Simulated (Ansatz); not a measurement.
Reactions of `F[Si](F)(F)[GeH3]`.

Computed with Ansatz on PBE0-D4/def2-TZVP structures; ΔE is electronic, products minus reactants. CBS: MP2 limit from def2 TZ/QZ plus the TZ coupled-cluster correction, frozen cores. This one scheme is used for every species. Functionals use def2-TZVPP. Open shells (•) are unrestricted, without spin–orbit coupling. For Ge, Se outer-core shells are correlated without core-valence functions, which leaves a few kJ/mol of doubt a bond. Scalar relativity is left out up to krypton. Each species was taken in one conformer, which may not be the lowest.

```tsv
reaction	B2PLYP (kcal/mol)	CCSD(T)/CBS(def2) (kcal/mol)
`F[Si](F)(F)[GeH3]` + H₂S → `[SH][GeH3]` + `F[SiH](F)F`	-9.7	-9.0
`F[Si](F)(F)[GeH3]` + `C#N` → `N#[C][GeH3]` + `F[SiH](F)F`	-5.7	-4.8
`F[Si](F)(F)[GeH3]` + H–F → silicon tetrafluoride + GeH₄	-34.8	-33.1
`F[Si](F)(F)[GeH3]` + CH₄ → `C[Si](F)(F)[GeH3]` + H–F	38.0	35.7
`F[Si](F)(F)[GeH3]` + H₂Se → `[GeH3][SeH]` + `F[SiH](F)F`	-12.8	-12.3
`F[Si](F)(F)[GeH3]` → `[GeH3]`• + `F[Si](F)F`•	78.5	84.2
`F[Si](F)(F)[GeH3]` + H₂ → `F[SiH](F)[GeH3]` + H–F	34.0	33.4
`F[Si](F)(F)[GeH3]` + `F[Si](F)(F)S` → `F[Si](F)(F)S[Si](F)(F)F` + GeH₄	-9.8	-10.5
`F[Si](F)(F)[GeH3]` + `O[SiH](O)F` → `O[SiH](F)[O][GeH3]` + `F[SiH](F)F`	-9.1	-8.2
```

Largest T1 diagnostic: 0.014, for `C#N`.
